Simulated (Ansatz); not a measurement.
Molecule: sum formula BNH$_{6}$, charge 1, multiplicity 2. 
Geometry from a B3LYP-D3(BJ)/def2-TZVP (Ansatz, an electronic-structure program) optimisation:
```
B
H 1 1.1732
N 1 1.5548 2 118.94
H 3 1.0227 1 115.07 2 180.00
H 3 1.0258 4 107.19 1 123.45
H 3 1.0258 4 107.19 5 113.10
H 1 1.2706 2 119.79 3 -147.66
H 7 1.1796 1 62.34 2 -107.46
```
Charge +1, spin multiplicity 2.

Basis-set convergence of Hartree-Fock and MP2 correlation energies (hartree) with Ansatz. Correlated levels leave the core frozen unless marked. Open shells are spin-unrestricted. No spin-orbit coupling. Non-relativistic.

| basis | functions | E(HF) | E(corr, MP2) |
|---|---|---|---|
| def2-SVPD | 88 | -82.25608 | -0.28505 |
| def2-TZVPPD | 176 | ___ | ___ |

Q: Some entries are withheld; supply them.

A: 
- def2-TZVPPD, E(HF): -82.34745
- def2-TZVPPD, E(corr, MP2): -0.33698
